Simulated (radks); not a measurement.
The selenium anion Se2-, [Kr], held by a Watson sphere: a shell of charge +2 at radius R that stands for the Madelung well of a crystal (potential energy -2/R inside, -2/r outside, in hartree with lengths in bohr). All-electron calculation, scalar-relativistic Kohn-Sham, LB94 model potential, spin-polarised, spherical densities, point nucleus. Program: a radial shooting solver on a logarithmic mesh with Libxc functionals. Response by self-consistent Sternheimer equations with the Hartree and adiabatic LDA kernel, the relativistic mass of each level held fixed and spin-orbit coupling left out. The sphere does not respond.

R (bohr),e(3d) (eV),e(4s) (eV),e(4p) (eV),<r> 4p (bohr),sum of <r^2> (bohr^2),X-ray form factor at sin(theta)/lambda = 0.1 1/angstrom,alpha (bohr^3)
3.61,-58.750,-19.188,-8.954,2.567,63.79,32.311,60.16
3.66,-58.668,-19.085,-8.851,2.575,64.14,32.300,61.57
3.98,-58.156,-18.465,-8.225,2.623,66.32,32.238,71.09
4.03,-58.078,-18.374,-8.132,2.629,66.65,32.229,72.65
4.1,-57.970,-18.248,-8.003,2.639,67.09,32.217,74.87
4.14,-57.909,-18.178,-7.931,2.644,67.35,32.211,76.16
4.33,-57.624,-17.854,-7.597,2.667,68.52,32.182,82.45
4.49,-57.392,-17.595,-7.329,2.686,69.46,32.160,87.97
5.03,-56.661,-16.802,-6.505,2.740,72.41,32.102,108.2
